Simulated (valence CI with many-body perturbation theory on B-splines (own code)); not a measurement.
# Forbidden lines of Ce53+

Calculated by valence CI with perturbative core correlation (CI+MBPT): three valence electrons over a frozen Dirac-Fock core [He], a basis of 11 s, 11 p, 9 d, 7 f, 5 g, 2 h, 1 i functions for each j, with the one-electron correlation potential Σ1, the two-electron term Σ2, the three-electron term Σ3, Breit, model QED; selected CI, second order for the rest (own B-spline code, finite nucleus).

The last digits are not significant, and no measured levels were compared; by estimate large intervals hold to a few tenths of a per cent, small ones and those within an open d or f shell to about a per cent.

Lines 1 to 28 of 28 in falling wavelength, among levels below 530.74 Ry, chosen from the decays that carry over 1 % of a level's rate. Wavelengths and rates use the calculated energies. Electric multipoles are in the length gauge, E1 and E2 with the static RPA response of the core. S is in atomic units (e²a₀⁴ for E2 and M2, e²a₀⁶ for E3), for M1 in squared Bohr magnetons. Weak lines are less certain than strong ones. Lines between different terms over intervals too small for the method are left out, as are lines whose strength nearly cancels. The highest levels of a list are the least certain.

Levels are named by their leading jj configuration (3d3/2^4 stands for four electrons in 3d with j = 3/2), which in mixed levels can hold well under half, so a name can repeat and another be missing. Letters in brackets count levels of one name in rising energy.

```tsv
λ vac (nm)	Upper	Lower	Type	A (s⁻¹)	S (a.u.)
2.846	(2s 2p1/2 2p3/2) J=3/2 [a]	(2s 2p1/2^2) J=1/2	M1	5.39e+08	1.84e+00
2.716	(2s 2p3/2 3d5/2) J=9/2	(2s 2p1/2 3d5/2) J=7/2	M1	5.23e+08	3.88e+00
2.526	(2s^2 2p3/2) J=3/2	(2s^2 2p1/2) J=1/2	M1	5.42e+08	1.30e+00
0.2192	(2s^2 3p1/2) J=1/2	(2s^2 2p3/2) J=3/2	E2	6.86e+11	6.21e-05
0.2180	(2s 2p3/2 3p3/2) J=7/2	(2s 2p3/2^2) J=3/2	E2	1.77e+10	6.23e-06
0.2149	(2s 2p3/2 3p3/2) J=7/2	(2s 2p3/2^2) J=5/2	E2	2.22e+11	7.26e-05
0.2145	(2s 2p3/2 3p3/2) J=1/2 [b]	(2s 2p3/2^2) J=3/2	E2	3.86e+11	3.13e-05
0.2143	(2s 2p1/2 3p3/2) J=5/2	(2s 2p1/2 2p3/2) J=5/2	E2	1.89e+11	4.56e-05
0.2137	(2s^2 3p3/2) J=3/2	(2s^2 2p3/2) J=3/2	E2	3.33e+11	5.30e-05
0.2119	(2s 2p3/2 3d5/2) J=9/2	(2s 2p3/2^2) J=5/2	M2	1.15e+10	4.39e-06
0.2119	(2s 2p3/2 3d5/2) J=9/2	(2s 2p3/2^2) J=5/2	E3	6.32e+08	3.86e-06
0.2115	(2s 2p3/2 3p3/2) J=1/2 [b]	(2s 2p3/2^2) J=5/2	E2	1.40e+11	1.06e-05
0.1986	(2s 2p3/2 3p3/2) J=7/2	(2s 2p1/2 2p3/2) J=5/2	E2	1.85e+11	4.07e-05
0.1982	(2s 2p1/2 3p3/2) J=5/2	(2s 2p1/2^2) J=1/2	E2	3.74e+11	6.12e-05
0.1975	(2s 2p3/2 3p3/2) J=7/2	(2s 2p1/2 2p3/2) J=3/2 [a]	E2	2.78e+11	5.96e-05
0.1974	(2s 2p3/2 3p3/2) J=1/2 [b]	(2s 2p1/2 2p3/2) J=3/2 [b]	E2	3.95e+11	2.11e-05
0.1970	(2s^2 3p3/2) J=3/2	(2s^2 2p1/2) J=1/2	E2	3.96e+11	4.20e-05
0.1960	(2s 2p3/2 3d5/2) J=9/2	(2s 2p1/2 2p3/2) J=5/2	M2	3.10e+09	8.01e-07
0.1960	(2s 2p3/2 3d5/2) J=9/2	(2s 2p1/2 2p3/2) J=5/2	E3	5.84e+08	2.06e-06
0.1950	(2s 2p3/2 3d5/2) J=9/2	(2s 2p1/2 2p3/2) J=3/2 [a]	E3	1.09e+09	3.71e-06
0.1923	(2p1/2 2p3/2 3d3/2) J=7/2	(2s 2p1/2 2p3/2) J=3/2 [b]	E2	7.03e+11	1.32e-04
0.1910	(2p1/2^2 3d3/2) J=3/2	(2s 2p1/2^2) J=1/2	E2	1.90e+12	1.72e-04
0.1907	(2p1/2 2p3/2 3d3/2) J=7/2	(2s 2p1/2 2p3/2) J=5/2	E2	9.65e+11	1.74e-04
0.1901	(2p1/2 2p3/2 3d3/2) J=5/2 [a]	(2s 2p1/2 2p3/2) J=3/2 [a]	E2	9.16e+11	1.22e-04
0.1901	(2p1/2 2p3/2 3d3/2) J=1/2 [a]	(2s 2p1/2 2p3/2) J=3/2 [a]	E2	1.74e+12	7.70e-05
0.1897	(2p1/2 2p3/2 3d3/2) J=7/2	(2s 2p1/2 2p3/2) J=3/2 [a]	E2	2.48e+11	4.35e-05
0.1896	(2p1/2 2p3/2 3d5/2) J=9/2	(2s 2p1/2 2p3/2) J=5/2	E2	1.99e+12	4.34e-04
0.1891	(2p1/2 2p3/2 3d5/2) J=7/2 [a]	(2s 2p1/2 2p3/2) J=3/2 [a]	E2	1.71e+12	2.96e-04
```
